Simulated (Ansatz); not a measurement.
**A barrier at the coupled-cluster level**

Start structure (SnAsH$_{7}$S, singlet), relaxed at PBE0-D4/def2-TZVP:

```xyz
10
angstrom
Sn -1.3636 1.1241 -1.1507
S -0.8063 1.4438 1.1695
H -0.8192 -0.4049 -1.6736
H -3.0621 1.2170 -1.2050
H -0.6346 2.3636 -2.0645
H 1.6790 -1.2993 2.1546
As 1.6643 -1.3533 0.6360
H 0.4948 1.6611 0.9147
H 0.3540 -2.1210 0.6106
H 2.4936 -2.6310 0.6084
```

The step: SnH₄S ([SH][SnH3]) + AsH₃ → SnAsH₅ ([AsH2][SnH3]) + H₂S; bonds formed: Sn1–As7, S2–H6; bonds broken: Sn1–S2, H6–As7. Computed with Ansatz 0.2.0 (basis: def2-TZVPP and def2-QZVPP); correlated methods freeze the cores. Filled d shells of the heavier atoms are correlated. Core potentials replace the inner electrons of the atoms past krypton. The def2 sets are not built for correlating such inner shells, so the correlated values are less sure here. Extrapolation: Hartree–Fock as exp(−7.88 √X), correlation as X^−2.97. Energies below are by CCSD(T) at an estimated basis limit (MP2 extrapolated from triple and quadruple zeta, plus CCSD(T) − MP2 in triple zeta).

What are the electronic barrier and the energy of the step, from the start structure to the end structure? (An estimate is asked for; the value comes from the calculation.)

The calculation gives: Barrier 1.843 eV; step energy 0.009 eV (uphill); reverse barrier, their difference, 1.834 eV. Barrier and step energy count from the start structure, the reverse barrier from the end structure.

The saddle point: One imaginary mode of 840i cm⁻¹.
```tsv
pair	start (Å)	saddle (Å)	end (Å)
Sn1–As7	4.30	2.72	2.60
S2–H6	3.83	1.99	1.34
Sn1–S2	2.41	2.88	3.87
H6–As7	1.52	1.59	3.36
```

Zero-point energy (harmonic, PBE0-D4): ZPE is 1.420 eV at the start and 1.386 eV at the saddle, so the barrier goes from 1.843 to 1.809 eV.

No T1 diagnostic of these runs exceeds 0.015.

Labels in which every atom is bracketed show which atoms are joined, not bond orders.

For scale, one of the runs: CCSD(T)/def2-TZVPP, 238 basis functions, launched by `ansatz run in.yaml --threads 8 --pin off --events-out ev --progress --plain --max-ram 19148MiB`. The run took 120 s on 8 CPU threads of an Arm Neoverse V2 (shared host), with 4.7 GiB of host memory at its peak.
